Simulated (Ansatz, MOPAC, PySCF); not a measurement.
Pair of molecules: CH4 (SMILES C) (first 5 atoms) with CH4S (SMILES CS); geometry from B3LYP-D3(BJ)/def2-TZVP.
(charge 0, multiplicity 1):
```xyz
11

C     -0.05253     0.07524    -0.09988
H     -1.11684     0.02075     0.12848
H      0.49353     0.40839     0.78163
H      0.30374    -0.90910    -0.40185
H      0.10476     0.78045    -0.91489
C     -0.26628    -1.26909     3.49194
S      0.24517     0.43807     3.87269
H     -0.28845    -1.44270     2.41840
H      0.48588    -1.91711     3.93870
H     -1.23385    -1.49861     3.93323
H     -0.77345     1.05738     3.25470
```

Counterpoise-corrected where a basis set is named; no monomer relaxation. Rows marked so take none.

Correlated levels freeze the cores. Rows in 6-31G* carry no dispersion term and start afresh at each structure (6-31G* with six Cartesian d functions). The state reached by PM3 isn't checked.

Programs: Ansatz (an electronic-structure program); MOPAC for PM3 (differences of heats of formation); PySCF for 6-31G* rows, the dispersion terms. Each number belongs to the level named beside it.

Problem. One of these levels gives -5.3 kJ/mol for the interaction energy. Name it.
A. MP2/aug-cc-pV(D+d)Z
B. PM3
C. B3LYP/6-31G* (no counterpoise)
D. PBE0-D3(BJ)/def2-TZVPPD

Solution. D, PBE0-D3(BJ)/def2-TZVPPD. The others give -1.9 (PM3), -0.2 (B3LYP/6-31G* (no counterpoise)), -3.5 (MP2/aug-cc-pV(D+d)Z)
